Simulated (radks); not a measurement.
The nuclear charge of the caesium ion Cs2+ is varied continuously with 53 electrons held in [Kr] 4d10 5s2 5p5. All-electron calculation, scalar-relativistic Kohn-Sham, PBEsol, spin-unpolarised, spherical densities, finite nucleus; Fermi nuclear charge, rms radius 4.8041 fm. Program: a radial shooting solver on a logarithmic mesh with Libxc functionals. By the Hellmann-Feynman theorem dE/dZ = E(electron-nucleus)/Z, the electronic potential at the nucleus (averaged over a nucleus of fixed radius). The scalar-relativistic energy here is not variational (the density holds large components alone), so the two differ by a part that grows with Z.

\begin{tabular}{lrrrrr}
Z & E (hartree) & E(electron-nucleus)/Z (hartree) & HOMO & e(HOMO) (eV) & <r> HOMO (bohr) \\ \hline
54.5 & -7611.9341 & -337.602 & 5p & -22.702 & 2.077 \\
55 & -7782.5002 & -341.880 & 5p & -28.799 & 1.984 \\
55.5 & -7955.2309 & -346.166 & 5p & -35.298 & 1.902 \\
56 & -8130.1305 & -350.459 & 5p & -42.183 & 1.830 \\
\end{tabular}

The central difference of E at Z = 55 is -343.297 hartree, to compare with the third column; the second derivative is -8.66 hartree.
